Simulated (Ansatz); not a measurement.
Geometry optimisation, Ansatz, RKS r2SCAN/def2-SVP.

The input (input.yaml):

```yaml
crystal:
  periodic: [false, false, false]
  atoms:
    - { symbol: Ga, position_ang: [0.15859, -0.306109, -0.064054] }
    - { symbol: Cl, position_ang: [-0.06734, -0.561972, 2.132009] }
    - { symbol: H, position_ang: [1.533054, -0.203953, -0.721808] }
    - { symbol: O, position_ang: [-1.391914, -0.412528, -0.922326] }
    - { symbol: H, position_ang: [-2.141431, -0.634642, -0.353448] }
    - { symbol: O, position_ang: [-0.344994, 2.47693, 0.845451] }
    - { symbol: H, position_ang: [-1.271751, 2.485641, 0.565252] }
    - { symbol: H, position_ang: [-0.372713, 1.951833, 1.681126] }
basis:
  gaussian: { orbitals: def2-SVP }
hamiltonian:
  xc: r2scan
relax:
  f_tol: 0.03
  max_steps: 50
```

Launched with:

```bash
$ ansatz run input.yaml --threads 4 --pin off --max-ram 5120MiB --backend cpu --events-out ev --progress --plain --runs-dir out
```

Q: Where does it end, and by what steps?

A: It converged. After 11 steps the energy has fallen by 0.544 eV; H7 moved furthest, 0.65 Å. Joined: Ga1–O6.

```
step  energy less start (eV)  largest force component (eV/Å)  accepted
   0                  0.0000                           0.917       yes
   1                 -0.1602                           1.130       yes
   2                 -0.3530                           1.408       yes
   3                 -0.4279                           0.931       yes
   4                 -0.4937                           0.374       yes
   5                 -0.5119                           0.238       yes
   6                 -0.5230                           0.414       yes
   7                 -0.5301                           0.407       yes
   8                 -0.5375                           0.271       yes
   9                 -0.5415                           0.133       yes
  10                 -0.5432                           0.136       yes
  11                 -0.5444                           0.019       yes
```

```xyz
8
Properties=species:S:1:pos:R:3
Ga 0.138 0.031 0.152
Cl -0.005 -0.765 2.186
H 1.466 -0.010 -0.632
O -1.494 0.116 -0.649
H -2.106 -0.586 -0.392
O -0.287 2.034 0.641
H -1.184 1.917 0.254
H -0.426 2.059 1.603
```

Whether the end is a true minimum wasn't checked by a vibrational analysis.

Run time: 20 s on 4 threads of Intel(R) Xeon(R) Platinum 8259CL CPU @ 2.50GHz (Skylake/Cascade Lake) (shared host), peak memory 0.19 GiB.
